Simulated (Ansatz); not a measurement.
Consider the atomization: `[Ge-]#[Se+]` → Ge• + Se•.

Calculated with Ansatz (gas phase, PBE0-D4/def2-TZVP geometries, no zero-point term in ΔE). CBS: MP2 limit from def2 TZ/QZ plus the TZ coupled-cluster correction, frozen cores. Functionals use def2-TZVPP. B3LYP here is the variant with VWN-RPA as its local correlation; programs differ in this. HSE06 is defined as in plane-wave codes. No spin–orbit coupling; open shells (•) take unrestricted orbitals. Spin–orbit coupling would lower the free atoms: clearly for Ge, Se. For Ge, Se outer-core shells are correlated without core-valence functions, so the limit isn't a true one: a few kJ/mol of doubt a bond, and 10 to 20 or more in all where bonds break to atoms. Scalar relativity is left out up to krypton.

`[Ge-]#[Se+]`:

Cartesian coordinates in Å:
```
Ge 0.338 -0.999 0.184
Se -0.338 0.999 -0.184
```

```
             level  ΔE (kJ/mol)  difference from CCSD(T)/CBS
            PBE-D4        531.1                         11.3
         revPBE-D4        507.5                        -12.3
           BLYP-D4        520.6                          0.8
           PBE0-D4        498.3                        -21.5
          B3LYP-D4        502.3                        -17.5
        r2SCANh-D4        500.2                        -19.6
        r2SCAN0-D4        483.1                        -36.7
          HSE06-D4        498.1                        -21.7
      CAM-B3LYP-D4        482.9                        -36.9
           ωB97X-V        497.4                        -22.4
           ωB97M-V        484.0                        -35.8
            B2PLYP        501.5                        -18.3
          PBE-QIDH        492.0                        -27.8
               PBE        526.5                          6.7
            revPBE        498.2                        -21.6
              BLYP        511.0                         -8.8
            r2SCAN        511.5                         -8.3
              PBE0        494.5                        -25.3
           r2SCAN0        482.0                        -37.8
             HSE06        494.4                        -25.4
             BHLYP        455.6                        -64.2
         CAM-B3LYP        478.8                        -41.0
RPA@PBE/def2-TZVPP        453.5                        -66.3
       HF/def2-SVP        268.6                       -251.2
      MP2/def2-SVP        470.8                        -49.0
     CCSD/def2-SVP        429.3                        -90.5
  CCSD(T)/def2-SVP        455.1                        -64.7
     HF/def2-TZVPP        270.6                       -249.2
    MP2/def2-TZVPP        505.6                        -14.2
SCS-MP2/def2-TZVPP        489.7                        -30.1
   CCSD/def2-TZVPP        458.1                        -61.7
CCSD(T)/def2-TZVPP        488.1                        -31.7
     HF/def2-QZVPP        268.9                       -250.9
    MP2/def2-QZVPP        523.2                          3.4
SCS-MP2/def2-QZVPP        508.1                        -11.7
   CCSD/def2-QZVPP        470.1                        -49.7
CCSD(T)/def2-QZVPP        504.1                        -15.7
      HF/CBS(def2)        268.6                       -251.2
     MP2/CBS(def2)        537.4                         17.6
    CCSD/CBS(def2)        489.9                        -29.9
       CCSD(T)/CBS        519.8                            0
```

Largest T1 diagnostic among the species: 0.017.

The D4 term adds +7.7 kJ/mol with B3LYP and +3.8 kJ/mol with PBE0; it sums over pairs of atoms, weighted by their polarisabilities, and B3LYP, whose exchange is more repulsive, gets the larger term. At CCSD(T), def2-SVP lies −64.8 kJ/mol from the extrapolated value and def2-TZVPP −31.7 kJ/mol: correlation converges slowly with the basis, and small sets miss more of it in the bonded molecule than in its fragments. From r2SCAN to r2SCAN0 (25 % exact exchange), in def2-TZVPP and without D4, ΔE moves by −29.5 kJ/mol: exact exchange takes away binding that semilocal exchange gives to molecules.

For atomizations the MP2-based limit and the directly extrapolated one differ by several kJ/mol either way, and by 10 to 25 for some Ge, Se and Sn compounds, so smaller differences from it don't rank the levels.
